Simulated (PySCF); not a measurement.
Substituent chemical shifts

Parent skeleton `[F:1][c:2]1[cH:3][cH:4][cH:5][o:6]1`; one hydrogen on atom 5 is replaced by X. Hydrogens on one atom are averaged.

Computed data (PySCF 2.14): shielding tensors at PBE0/pcSseg-1 (GIAO), geometry: GFN2-xTB. Fast rotation and ring inversion assumed for equivalent nuclei, a single conformation, non-relativistic, no solvent model.

References, each an isolated molecule treated in the same way: 19F vs CFCl3; 13C, 1H against TMS; 17O against H2O.

Parent (X = H): F1 -119.4, C2 168.8, C3 89.5, C4 118.2, C5 136.1, O6 286.4, H(C3) 5.74, H(C4) 6.62 ppm. Effects are Δδ = δ(X) − δ(H), positive for deshielding.

(1) Give Δδ (ppm) for X = CHF2, cPr, isopropenyl.

(2) Which position responds most, and to which substituents?

Results:

(1) 
```
          X            SMILES    F1    C2    C3    C4     C5     O6  H(C3)  H(C4)
       CHF2   Fc1ccc(C(F)F)o1  +3.2  -1.3  +2.7  +2.1  +10.0   +0.3  +0.23  +0.58
        cPr   Fc1ccc(C2CC2)o1  -2.7  -2.6  +0.2  -5.4  +15.0  -11.3  -0.19  -0.26
isopropenyl  C=C(C)c1ccc(F)o1  +2.2  -0.6  +1.7  -3.9  +14.7   -8.5  -0.03  -0.23
```

(2) O6: from -11.3 ppm with cPr to +0.3 ppm with CHF2.

Unscaled 19F shifts against computed CFCl3 carry errors that often reach 10 to 50 ppm. Unscaled 17O shifts of doubly bonded oxygen tend to come out too high, by tens of ppm or more. Experimental scales use liquid or dissolved standards, which lie at an offset from isolated H2O (liquid H2O: subtract about 36 ppm).
